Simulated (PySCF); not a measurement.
Computed shifts of a molecule C₂H₄ClFSi, HF/pcSseg-1 in PySCF, GIAO, gas phase, atoms alike by connectivity averaged where their shifts nearly agree, in ppm (number of nuclei): ¹³C: 153.7 (1), 136.3 (1). ²⁹Si: -9.9 (1). ¹⁹F: -139.9 (1). ¹H: 6.96 (2), 6.20 (1), 5.25 (1). References: ¹³C against TMS (σ = 192.6 ppm); ²⁹Si against TMS (σ = 393.8 ppm); ¹⁹F against CFCl3 (σ = 238.5 ppm); ³⁵Cl against HCl (σ = 958.2 ppm); ¹H against TMS (σ = 31.99 ppm), references at their B3LYP-D3(BJ)/def2-TZVP geometries, non-relativistic (without spin–orbit terms, shifts of atoms bonded to Cl or Br come out too high). Geometry optimised at B3LYP-D3(BJ)/def2-SVP. The values are those of a single conformer.

Task: Which structure fits?
A) F/C(Cl)=C\[SiH3]
B) F/C=C(/[SiH3])Cl
C) F/C=C\[SiH2]Cl
D) C=C[Si@H](F)Cl

Result: D, C=C[Si@H](F)Cl
